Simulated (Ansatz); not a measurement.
Job for Ansatz (a quantum-chemistry and plane-wave program): R-wB97X-V/def2-TZVPPD on HCl (SMILES Cl) with ghost functions. Files ending in .json are basis or fitting sets from the Basis Set Exchange.

Ansatz 0.2 input:
```yaml
crystal:
  periodic: [false, false, false]
  atoms:
    - {symbol: Cl, position_ang: [0.24084967, 0.21108879, 0.53839579]}
    - {symbol: H, position_ang: [0.54917045, 0.09146556, 1.79286712]}
basis:
  gaussian:
    orbitals: def2-TZVPPD.json
    ghost_atoms:
      - {symbol: C, position_ang: [1.12702084, -0.51917632, 3.95291587]}
      - {symbol: C, position_ang: [0.21814738, 0.44037848, 4.10677886]}
      - {symbol: C, position_ang: [-1.26143179, 0.23360270, 4.10871615]}
      - {symbol: H, position_ang: [0.83855043, -1.55700242, 3.82744334]}
      - {symbol: H, position_ang: [2.18752936, -0.30276037, 3.96252461]}
      - {symbol: H, position_ang: [0.55835413, 1.46479630, 4.23456313]}
      - {symbol: H, position_ang: [-1.73348369, 0.80743260, 3.30648496]}
      - {symbol: H, position_ang: [-1.51998184, -0.81736981, 3.97648982]}
      - {symbol: H, position_ang: [-1.69931889, 0.58351742, 5.04742195]}
hamiltonian:
  xc: {name: wB97X-V}
scf: {lower_state_search: off}
```

It printed:

```
WARN ansatz: RAYON_NUM_THREADS=2 ignored (pool sized by the plan → 2); use --threads N
Functional definition: wB97X-V
these checks for a lower state are left out or cut short: stability, starts, cluster_reference, orbital_swaps, neighbouring_geometries, increment
integrals: 0.27 GiB planned
1166 factors; their error is unknown
integrals: 0.31 GiB planned
376 factors; integrals over basis functions are off by at most 3.8e-5 eV
mean field: 2.12 GiB planned
mean field evaluation 1: about -12537.2994 eV, gradient 1.0e1 eV
mean field evaluation 2: about -12537.5421 eV, gradient 6.9e0 eV
mean field evaluation 4: about -12537.6235 eV, gradient 1.8e-1 eV
mean field evaluation 8: about -12537.6454 eV, gradient 2.3e-2 eV
mean field -12537.64539296 eV, -460.7499698700 hartree, gradient 2.2e-6 eV, S^2 0.000000; 0 other end points of the search recorded, 0 dependent functions left out
reference -12537.64539069 eV, -460.7499697866 hartree; 9, 9 occupied and 272, 272 virtual orbitals, 1166 factors
Total energy: -12537.64539069 eV, -460.7499697866 hartree
Checks for a lower state left out: stability, starts, cluster_reference, orbital_swaps, neighbouring_geometries, increment
```

The run converged.

Cost: roughly 5 core-seconds.
